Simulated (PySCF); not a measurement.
Assignment exercise: C6H12O2

Bonds (- single, = double, # triple, : aromatic): C1-C2, C2-C3, C3-O4, O4-C5, C5=O6, C5-C7, C7-C8. C1 carries H9, H10, H11; C2 carries H12, H13; C3 carries H14, H15; C7 carries H16, H17; C8 carries H18, H19, H20.

Theoretical values (PySCF 2.14): coordinates at the PBE0-D3(BJ)/def2-SVP level, shieldings: GIAO PBE0/pcSseg-1. A single conformation, rapidly exchanging positions averaged, no solvent model, no relativistic terms.

References, each an isolated molecule treated in the same way: TMS for ¹³C (184.41 ppm), ¹H (31.27 ppm).

Problem. Assign these signals to the numbered atoms. ¹³C{¹H} NMR (computed): δ 178.4, 66.4, 28.8, 24.2, 10.9, 9.6.

Solution. 
| δ (ppm) | atoms | environment | reason |
| --- | --- | --- | --- |
| 178.4 | C5 | ester carbonyl carbon | lone-pair donation from the attached heteroatom keeps it upfield of a ketone carbonyl |
| 66.4 | C3 | sp3 CH2 bonded to O | the inductive effect lowers its shielding |
| 28.8 | C7 | sp3 CH2 α to a carbonyl | α to the electron-withdrawing carbonyl group |
| 24.2 | C2 | sp3 CH2 | saturated and bonded to C and H only |
| 10.9 | C1 | methyl carbon | a saturated carbon with 1 carbon neighbour and no heteroatom attached |
| 9.6 | C8 | methyl carbon | – |

C1 and C8 lie closer than the usual error of such a calculation, so a measured spectrum could show them in the other order.

Problem. Assign these signals to the numbered atoms. ¹H NMR (400 MHz, computed): δ 3.89 (t, 2H), 2.17 (q, 2H), 1.49 (m, 2H), 1.05 (t, 3H), 0.87 (t, 3H).

Solution. 
| δ (ppm) | atoms | environment | reason |
| --- | --- | --- | --- |
| 3.89 | H14/H15 | hydrogen on an sp3 CH2 bonded to O | its carbon carries O, hence the downfield position |
| 2.17 | H16/H17 | hydrogen on an sp3 CH2 α to a carbonyl | α to C=O |
| 1.49 | H12/H13 | hydrogen on an sp3 CH2 | – |
| 1.05 | H18/H19/H20 | hydrogen on a methyl carbon | – |
| 0.87 | H9/H10/H11 | hydrogen on a methyl carbon | far from electronegative atoms and π systems |

Shifts are as computed. Against solution values, carbons near 30 ppm lie about +2 ppm off and those near 130 ppm about +5 ppm. Of 1211 compounds with measured shifts, 218 miss one by over three times the rms of a fit or turn the order of signals round; such compounds aren't used in these exercises. No couplings were computed; multiplicities are counted from neighbouring protons, with m where these are inequivalent, close in shift, in a saturated or five-membered ring or joined by F or P, and br s for small geminal =CH2 splittings.
